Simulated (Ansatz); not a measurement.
Gas-phase electronic energies from Ansatz, PBE0-D4/def2-TZVP geometries. CCSD(T)/CBS is the MP2 limit (def2-TZVPP, def2-QZVPP) plus CCSD(T) − MP2 in def2-TZVPP, frozen cores. This one scheme is used for every species. One conformer a species, not always the lowest.

Reaction (ligand exchange at the Si–S bond): `O[SiH](O)S[SiH](O)O` + `[OH][AlH2]` → `O[SiH](O)[O][AlH2]` + `O[SiH](O)S`

| species | CCSD(T)/CBS(def2) energy (Eh) |
| --- | --- |
| `O[SiH](O)S[SiH](O)O` | -1280.52467 |
| `[OH][AlH2]` | -319.03157 |
| `O[SiH](O)[O][AlH2]` | -759.83312 |
| `O[SiH](O)S` | -839.74481 |

Work out ΔE.

ΔE = (-759.83312) + (-839.74481) − (-1280.52467) − (-319.03157) = -0.02169 Eh = -13.6 kcal/mol.

Largest T1 diagnostic among the species: 0.012.

In def2-TZVPP, CCSD(T) changes the Hartree–Fock value by +7.7 kcal/mol (the triples alone add +1.7 kcal/mol) and MP2 by +9.1 kcal/mol. The D4 term adds +2.6 kcal/mol with B3LYP and +1.4 kcal/mol with PBE0; it sums over pairs of atoms, weighted by their polarisabilities, and B3LYP, whose exchange is more repulsive, gets the larger term.

B3LYP here is the variant with VWN-RPA as its local correlation; programs differ in this.
